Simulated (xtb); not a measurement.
B(H)(F)(OH) (BFH2O), SMILES B(F)O. All values are semi-empirical tight-binding results from xtb (GFN2-xTB unless named), good for trends rather than for accurate numbers. Geometry optimised at GFN2-xTB. One conformer was computed; it need not be the lowest.

Computed properties:
```
Quantity                                       Result
--------------------------------------  -------------
point group as xtb finds it                        Cs
orbital gap                                   6.81 eV
dipole moment                                  3.11 D
zero-point energy                       17.9 kcal/mol
G − E(el) at 298.15 K (modified RRHO)    2.6 kcal/mol
static polarisability (D4 model)           22.8 bohr³
solvation energy, GFN2-xTB/ALPB(water)  -7.1 kcal/mol
solvation energy, GFN2-xTB/ALPB(ether)  -5.6 kcal/mol
```

Computed IR lines (harmonic; lines under 4 % of the strongest left out, lines within 3 cm⁻¹ merged):
ν (cm⁻¹): 583 (w), 791 (m), 896 (m), 1156 (m), 1348 (vs), 2580 (m), 3657 (w) (against the strongest line: vs over 80 %, s over 45 %, m over 15 %, w over 4 %, vw less)
